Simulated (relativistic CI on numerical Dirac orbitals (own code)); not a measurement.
## One change at a time: Tm XLVIII

Base calculation: Dirac-Coulomb-Breit CI, separate exchange-only KLI orbitals for each configuration, model QED, unscaled Slater integrals.

CI space (outside the closed core [Ne]): 3s²3p⁶3d⁴, 3s²3p⁵3d⁵, 3s3p⁶3d⁵, 3s²3p⁶3d³4s, 3s²3p⁶3d³4p, 3s²3p⁶3d³4d, 3s²3p⁵3d⁴4s, 3s²3p⁶3d³4f, 3s3p⁶3d⁴4s, 3p⁶3d⁵4p, 3p⁶3d⁶, 3p⁵3d⁷, 3p⁵3d⁶4s, 3p⁶3d⁵4s, 3p⁵3d⁵4s², 3s²3p⁶3d²4s², 3s²3p⁶3d4s²4p, 3s²3p⁶3d4s²4d. Double excitations out of closed p, d and f shells are left out; levels of such configurations are missing from the list, as are those of other unlisted configurations, and high levels can miss mixing partners.

Variants: (1) P86 correlation estimate; (2) Breit term removed; (3) QED terms removed. Shifts of the energy above 3s²3p⁶3d⁴ ³P0, in cm⁻¹, for the lowest level and the first level of each name with at least 55 % of one term (blank where a level changes its place among those of its configuration and J or its character, or is not in the variant):

| Level | Base | Δ(1) | Δ(2) | Δ(3) |
| --- | --- | --- | --- | --- |
| 3s²3p⁶3d⁴ ³P0 | 0 | 0 | 0 | 0 |
| 3s²3p⁶3d⁴ ⁵D1 | 350910 | -1 | +11031 | -1108 |
| 3s²3p⁶3d⁴ ⁵D0 | 770571 | 0 | +20068 | -2183 |
| 3s²3p⁶3d⁴ ³H5 | 835259 | -2 | +35474 | -2198 |
| 3s²3p⁶3d⁴ ³G4 | 900346 | 0 | +34131 | -2205 |
| 3s²3p⁶3d⁴ ³G5 | 1268030 | -1 | +46131 | -3303 |
| 3s²3p⁶3d⁴ ¹S0 | 1425078 | +7 | +32615 | -3055 |
| 3s²3p⁶3d⁴ ¹G4 | 1472564 | 0 | +39914 | -3272 |
| 3s²3p⁶3d⁴ ¹D2 | 1506106 | +3 |  | -3248 |

At this charge energies of transitions that change n are usually good to better than 1 %, and those within a shell (Δn = 0) to a few per cent.

Ionisation energy from the two ground configurations alone: base 4075.29 eV; P86 correlation estimate 4077.27 eV; Breit term removed 4078.94 eV. The NIST ASD value (theoretical) is 4075 eV.

LS names give the leading component of a level, which can be under half, so a name can repeat, a term be missing and a line seem to break the LS rules.
